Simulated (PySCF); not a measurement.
Cu₂, SMILES [Cu][Cu], multiplicity 1.

Coordinates come from a B3LYP-D3(BJ)/def2-TZVP optimisation. The multiplicity is an assumed one; other spin states were not compared.

These are CAM-B3LYP/def2-TZVPD in PySCF values and carry that method's errors.

Isolated molecule, no solvent.

The total energy comes out as -3281.24789 hartree, the point group is D∞h and the highest occupied level is -6.84 eV. The lowest empty level is -1.44 eV, the orbital gap comes out as 5.40 eV and the dipole moment comes out as 0.00 D. The quadrupole, principal values (traceless, Buckingham form, about the centre of nuclear charge) is -3.94, -3.94, 7.87 D·Å, the mean static polarisability is 76.9 bohr³ (11.40 Å³) and the polarisability, principal values is 60.5, 60.5, 109.9 bohr³.
